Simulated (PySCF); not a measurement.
PySCF 2.14 output of an unrestricted PBE calculation on a single atom or ion in ANO-RCC-VTZP (8s7p5d3f2g1h, 104 functions), with scalar relativity by spin-free X2C-1e:

```
SCF conv_tol = 1e-09
number electrons alpha = 33  beta = 27
    J. P. Perdew, K. Burke, and M. Ernzerhof.,  Phys. Rev. Lett. 77, 3865 (1996)
    J. P. Perdew, K. Burke, and M. Ernzerhof.,  Phys. Rev. Lett. 78, 1396 (1997)
    J. P. Perdew, K. Burke, and M. Ernzerhof.,  Phys. Rev. Lett. 77, 3865 (1996)
    J. P. Perdew, K. Burke, and M. Ernzerhof.,  Phys. Rev. Lett. 78, 1396 (1997)
cycle= 1 E= -10019.0080401729  delta_E= -0.0114  |g|= 0.253  |ddm|= 0.466
cycle= 2 E= -10018.9456355837  delta_E= 0.0624  |g|= 0.557  |ddm|=  1.2
cycle= 3 E= -10019.0142876688  delta_E= -0.0687  |g|= 0.151  |ddm|= 1.25
cycle= 4 E= -10019.020630106  delta_E= -0.00634  |g|= 0.0186  |ddm|= 0.387
cycle= 5 E= -10019.0206859201  delta_E= -5.58e-05  |g|= 0.00673  |ddm|= 0.0201
cycle= 6 E= -10019.0206884257  delta_E= -2.51e-06  |g|= 0.00608  |ddm|= 0.0167
cycle= 7 E= -10019.0207006768  delta_E= -1.23e-05  |g|= 0.00168  |ddm|= 0.0188
cycle= 8 E= -10019.0207035107  delta_E= -2.83e-06  |g|= 0.00112  |ddm|= 0.0116
cycle= 9 E= -10019.0207097482  delta_E= -6.24e-06  |g|= 0.00106  |ddm|= 0.0551
cycle= 10 E= -10019.0207101051  delta_E= -3.57e-07  |g|= 0.000233  |ddm|= 0.00439
cycle= 11 E= -10019.0207101153  delta_E= -1.02e-08  |g|= 0.000106  |ddm|= 0.000263
cycle= 12 E= -10019.0207101237  delta_E= -8.41e-09  |g|= 6.09e-06  |ddm|= 0.00149
cycle= 13 E= -10019.0207101237  delta_E= -3.64e-12  |g|= 1.15e-06  |ddm|= 4.08e-05
converged SCF energy = -10019.0207101237  <S^2> = 12.002154  2S+1 = 7.0006153
```

The run itself started from symmetry-adapted Hartree-Fock orbitals and held the occupation by maximum overlap, on a logarithmic radial grid, so the iterations belong to that start.

Q: Which element, charge and spin multiplicity is this?

A: Pm⁺ (promethium, charge +1), multiplicity 7; the state was [Xe] 4f5 5d1, one real determinant (an excited configuration).

⟨L²⟩ = 29.92 against 56 for a pure K term, so this real determinant mixes terms. Spin-orbit coupling, absent here, splits the open shell strongly.
